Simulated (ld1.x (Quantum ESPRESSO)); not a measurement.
# Mo (Z = 42): one change to a TM potential, before and after

- Element: Mo
- Generator: ld1.x (Quantum ESPRESSO) 7.5
- Type: norm-conserving Troullier–Martins (Kleinman–Bylander form)
- Functional: PBEsol
- Relativity: scalar-relativistic
- Frozen core: [Kr]
- Valence charge: 6
- Reference configuration: 4d3 5s0 5p0 (charge +3)
- Partial waves: 5s (bound, empty): rc 2.40 bohr; 5p (bound, empty): rc 3.15 bohr; 4d (bound): rc 1.30 bohr
- Local potential: all-electron potential smoothed inside 1.15 bohr (lloc = -1)
- Core correction: none

All-electron outer shells of the reference configuration (PBEsol, scalar-relativistic, ld1.x):

```
shell  level (eV)  outermost node (bohr)  outermost maximum (bohr)
   4p      -69.97                   0.52                      1.06
   4d      -32.88                   0.53                      1.32
   5s      -26.54                   1.30                      2.46
   5p      -20.47                   1.46                      2.86
```

Change: reference 4d4.5 5s0 5p0.

Cutoffs: the cutoffs (Ry, on a coarse ladder) from which the occupation-weighted sum of valence levels, in a spherical-Bessel basis at the reference potential, stays within 10 and 1 mRy of its value at 400 Ry; they do not see the model core or the augmentation charge, which bear on the density cutoff. Errors are all-electron minus pseudo energies relative to the spin-unpolarised reference configuration.

What does the change do?

The potential gets neither clearly harder nor softer (50 Ry and 70 Ry → 50 Ry and 70 Ry); both files keep a bound ghost (p, s); the range in which the d phases agree widens (upper end 3.0 → 4.2).

| quantity | base | changed |
| --- | --- | --- |
| cutoff, loose | 50 Ry | 50 Ry |
| cutoff, tight | 70 Ry | 70 Ry |
| bound ghosts | s, p | s, p |
| largest error over its own tests, meV | +559 | -209 |
| s: phases at 3.38 bohr within 0.05 rad from the reference energy up to (Ry; the scan ends near 5) | -1.3 | -0.4 |
| p: phases at 3.38 bohr within 0.05 rad from the reference energy up to (Ry; the scan ends near 5) | 0.0 | 0.8 |
| d: phases at 3.38 bohr within 0.05 rad from the reference energy up to (Ry; the scan ends near 5) | 3.0 | 4.2 |

Changed file: These tests converged, but a pseudo level misses the all-electron one widely, so the file describes the atom poorly there or has found another state: 4d2 5s0 5p0: empty 5s by 10.3 eV. A true bound ghost makes a file unfit for plane-wave use even where its test errors are small: the radial tests pick states by their node count and pass the ghost by.
